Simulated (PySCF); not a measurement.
Question: Give a PBE0-D3(BJ)/def2-SVP geometry of `NBC#C[SiH3]`.

Answer: 
```xyz
11
C2H6BNSi angstrom
N     -2.5929    0.5739    0.8818
B     -1.8954   -0.1002   -0.1136
C     -0.3615   -0.1511   -0.0969
C      0.8632   -0.2002   -0.0962
Si     2.6917   -0.2784   -0.0926
H     -2.1378    1.0554    1.6470
H     -3.6024    0.6267    0.8988
H     -2.5161   -0.6472   -0.9955
H      3.2137   -0.0931   -1.4778
H      3.2466    0.7948    0.7849
H      3.1299   -1.6063    0.4292
```

Any rigid rotation of these coordinates is as good. Atoms count from 1 in this order. B2 (three-coordinate boron) is planar (angles 120.6°, 120.4° and 119.0°, sum 360.0°, 0.00 Å off the plane of its three neighbours). N1 (boron-bound nitrogen) is planar (angles 123.1°, 122.6° and 114.3°, sum 360.0°, 0.00 Å off the plane of its three neighbours). The 5 heavy atoms lie in one plane (0.001 Å rms). Si5 (SiH3 silicon) is tetrahedral (angles from 109.0° to 110.0°).

Bonds between heavy atoms (Å): N1–B2 1.390, B2–C3 1.535, C3≡C4 1.226, C4–Si5 1.830.

Method used: PySCF, PBE0-D3(BJ)/def2-SVP geometry optimisation, gas phase.

No PBE0-D3(BJ)/def2-SVP frequencies stand behind this structure, so it isn't proved a minimum.
